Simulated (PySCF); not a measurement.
# One molecule, several mistakes: AlBGeH4O

Calculated results; nothing here was measured. The program is PySCF 2.14.0, an open-source quantum chemistry code, run on an isolated molecule that a program drew, which may never have been made. The molecule is AlBGeH4O (charge 0, singlet), drawn as the SMILES string `O=[B][GeH2][AlH2]`.

Each row is a Hartree-Fock (HF) and frozen-core CCSD(T) single point in the cc-pV(D+d)Z basis, meant for a local HF minimum. Run 1 is clean. Each other run has one planted mistake out of seven kinds, and not every kind appears here: one electron removed, one electron added, multiplicity raised by two, geometry at a saddle point, minimal basis STO-3G, one bond length entered in bohr, all coordinates scaled. The reference is restricted for singlets and unrestricted otherwise, and also for a bond in bohr. Adding or removing an electron swaps singlet and doublet. Electrons count all cores. HOMO and LUMO are orbital energies over both spins, the gradient is its largest component, and the lowest frequency (negative if imaginary) is given only where the gradient is small. Bond lengths are over the 7 bonds as drawn. T1 is the CCSD diagnostic: over 0.02 (restricted) or 0.045 (unrestricted) a single reference is doubtful. Germanium has the cc-pVDZ-PP basis, with a core potential (ECP10MDF) in place of its 10 inner electrons, and its 3s, 3p and 3d shells are frozen in CCSD(T).

Geometry of the clean run:
```xyz
8
AlBGeH4O, angstrom
O    -3.7475    0.2595   -0.9829
B    -2.9132   -0.5507   -1.2254
Ge   -1.3901   -1.8960   -1.6094
Al    0.8168   -0.9289   -0.8935
H    -1.4760   -2.1881   -3.1117
H    -1.7767   -3.1727   -0.8543
H     1.3266   -1.1787    0.5769
H     1.6600   -0.0869   -1.9252
```

```
run,electrons,basis functions,<S^2>,HOMO (eV),LUMO (eV),gradient (hartree/bohr),lowest frequency (cm^-1),mean bond (Å),longest bond (Å),T1,HF (hartree),CCSD(T) (hartree),mistake
1,62,94,0.000,-10.58,0.21,8.5e-06,27,1.7125,2.514,0.0181,-637.22319,-637.69747,no fault
2,61,94,0.762,-17.18,-8.67,7.5e-02,-,1.7125,2.514,0.0235,-636.87022,-637.33053,one electron removed
3,62,94,2.012,-6.36,-2.91,4.5e-02,-,1.7125,2.514,0.0252,-637.08193,-637.55299,multiplicity raised by two
4,62,94,0.000,-10.40,-0.02,9.4e-02,-,1.8393,2.700,0.0215,-637.18759,-637.67440,all coordinates scaled
5,62,94,0.883,-9.23,-0.18,5.9e-03,-,1.9074,2.897,0.0364,-637.12864,-637.58727,?
```

**Which mistake was planted in run 5, and what did it cost?**

The mean bond changes by a factor of 1.114 and the longest by 1.152, so the molecule wasn't scaled as a whole. A length L in bohr read as angstrom grows by (1/0.5292 - 1) L = 0.890 L. The 7 bonds together grew by 7 x 0.1949 = 1.364 Å, which gives L = 1.533 Å. That is the length of one of the Ge-H bonds, 1.533 Å in the clean geometry. So the mistake is: one bond length entered in bohr. Subtracting run 1 and multiplying by 627.51 kcal/mol a hartree, the energy moved by 59.3 kcal/mol in HF and 69.2 kcal/mol in CCSD(T).

Cautions from the logs. Run 4: T1 is over the limit, so its CCSD(T) energy is less reliable.
